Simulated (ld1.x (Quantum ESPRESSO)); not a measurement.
What one change does to a pseudopotential (Mg (Z = 12), TM)

ld1.x (Quantum ESPRESSO) 7.5 input, shortened:

```
&input
   title='Mg', zed=12., rel=1, dft='PBESOL', iswitch=3,
   config='[Ne] 3s1.75 3p0.25'
 /
 &inputp
   pseudotype=2, tm=.true., lloc=1,
   nlcc=.false.
 /
2
3S  1  0   1.75   0.00  2.20  2.20  0.0
3P  2  1   0.25   0.00  3.85  3.85  0.0
 &test
   configts(1)='3s1.75 3p0.25'
 /
```

Change: functional PW91.

Cutoffs: the cutoffs (Ry, on a coarse ladder) from which the occupation-weighted sum of valence levels, in a spherical-Bessel basis at the reference potential, stays within 10 and 1 mRy of its value at 400 Ry; they do not see the model core or the augmentation charge, which bear on the density cutoff. Errors are all-electron minus pseudo energies relative to the spin-unpolarised reference configuration.

Task: Predict the effect on cutoff, ghosts and configuration errors.

Result: The potential gets neither clearly harder nor softer (6 Ry and 18 Ry → 6 Ry and 18 Ry); of the 6 tests that both files solve, the error grows in 4 and shrinks in 0 by more than 15 % and 0.3 meV (median size 2.8 → 4.2 meV); neither file shows a bound ghost.

| quantity | base | changed |
| --- | --- | --- |
| cutoff, loose | 6 Ry | 6 Ry |
| cutoff, tight | 18 Ry | 18 Ry |
| bound ghosts | none | none |
| error for 3s2 3p0, meV [ΔE -0.85 eV] | +0.3 | +0.5 |
| error for 3s1 3p0, meV [ΔE 7.07 → 7.14 eV] | -0.7 | +1.9 |
| error for 3s1.5 3p0, meV [ΔE 2.28 → 2.31 eV] | -1.0 | -0.9 |
| error for 3s1 3p1, meV [ΔE 2.62 → 2.64 eV] | +4.5 | +6.5 |
| error for 3s0 3p1, meV [ΔE 11.38 → 11.50 eV] | +62 | +83 |
| error for 3s0 3p2, meV [ΔE 6.28 → 6.34 eV] | +35 | +50 |
| s: phases at 4.20 bohr within 0.05 rad from the reference energy up to (Ry; the scan ends near 5) | 0.8 | 0.8 |
| p: phases at 4.20 bohr within 0.05 rad from the reference energy up to (Ry; the scan ends near 5) | 1.1 | 1.1 |
